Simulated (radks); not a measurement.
Dy65+, configuration 1s1 (the NIST ground configuration). Calculated with a radial shooting solver on a logarithmic mesh with Libxc functionals: Dirac Kohn-Sham, LDA (Slater exchange, Perdew-Wang correlation), spin-unpolarised, spherical densities, point nucleus.

Normalised radial functions P(r) = r R(r) (large component), r in bohr:

r          1s1/2   2p1/2
0.001005  1.3942  0.0439
0.001217  1.6266  0.0546
0.001463  1.8805  0.0676
0.001773  2.1801  0.0850
0.002131  2.5017  0.1065
0.002582  2.8733  0.1357
0.003104  3.2618  0.1721
0.003761  3.6958  0.2216
0.004521  4.1302  0.2835
0.005477  4.5881  0.3677
0.006637  5.0291  0.4775
0.007978  5.4091  0.6130
0.009666  5.7259  0.7932
0.01162   5.9151  1.0098
0.01408   5.9517  1.2879
0.01692   5.7981  1.6070
0.0205    5.4185  1.9914
0.02465   4.8466  2.3964
0.02986   4.0675  2.8297
0.0359    3.2128  3.2130
0.04349   2.3056  3.5187
0.05228   1.5195  3.6559
0.06335   0.8681  3.5749
0.07614   0.4396  3.2542
0.09226   0.1802  2.6910
0.1109    0.0622  2.0163
0.1344    0.0157  1.3039
0.1615    0.0031  0.7348
0.1957    0.0004  0.3317
0.2352    0.0000  0.1233
0.285     0.0000  0.0329

1s1/2: eigenvalue -62505 eV, 0 radial nodes, <r> = 0.0209 bohr, 90 % of the charge inside 0.0378 bohr. 2p1/2 (empty): eigenvalue -15667.4 eV, 0 radial nodes, <r> = 0.0683 bohr, 90 % of the charge inside 0.112 bohr.
